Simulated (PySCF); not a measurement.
## CaH: everyday levels beside a composite calculation

PySCF; the state is a doublet (σ ↑). The composite is CCSD(T) extrapolated to the basis-set limit from two correlation-consistent sets, with core-valence (CV) and scalar-relativistic (SR) terms as its label shows; it has no spin–orbit coupling and nothing beyond (T). Here it is CCSD(T)/CBS(DT). It gives Re = 2.005 Å, ωe = 1296 cm⁻¹ and De = 1.77 eV to Ca + H.

```tsv
level	basis	relativity	Re (Å)	ωe (cm⁻¹)	De (eV)
UHF	3-21G	no relativity	2.167	1231	1.02
UHF	def2-SVPD	no relativity	2.050	1297	1.50
UHF	aug-pcseg-1	no relativity	2.064	1253	1.50
UHF-CCSD	def2-SVP	no relativity	2.035	1229	1.37
UHF-CCSD(T)	pcseg-2	no relativity	2.023	1296	1.62
revPBE	aug-pcseg-1	no relativity	1.986	1254	2.00
r²SCAN	pcseg-2	no relativity	1.974	1319	2.22
r²SCAN	def2-TZVPP	no relativity	1.988	1310	2.18
PBE0	def2-TZVPP	no relativity	1.992	1307	1.91
M06-2X	def2-TZVPP	no relativity	2.023	1260	1.76
```

Give the difference of each row from the composite.



| level | basis | ΔRe (pm) | Δωe (%) | ΔDe (eV) |
| --- | --- | --- | --- | --- |
| UHF | 3-21G | +16.2 | -5.0 | -0.75 |
| UHF | def2-SVPD | +4.5 | +0.1 | -0.27 |
| UHF | aug-pcseg-1 | +5.9 | -3.3 | -0.27 |
| UHF-CCSD | def2-SVP | +3.0 | -5.2 | -0.40 |
| UHF-CCSD(T) | pcseg-2 | +1.8 | +0.0 | -0.15 |
| revPBE | aug-pcseg-1 | -1.9 | -3.2 | +0.23 |
| r²SCAN | pcseg-2 | -3.1 | +1.8 | +0.45 |
| r²SCAN | def2-TZVPP | -1.7 | +1.1 | +0.41 |
| PBE0 | def2-TZVPP | -1.3 | +0.8 | +0.14 |
| M06-2X | def2-TZVPP | +1.8 | -2.8 | -0.01 |

Which rows come closest in De?

M06-2X in def2-TZVPP (-0.01 eV), counted from the composite.

Correlated steps freeze 5 core orbitals. Correlated levels converge slowly with the basis: in double zeta they bind strong bonds too weakly, by up to about 1 eV, and carry superposition errors of some tenths. 3-21G is very small, so such numbers show the basis as much as the molecule. The state is the lowest determinant that a PBE0 search found; another state may lie lower at other levels.
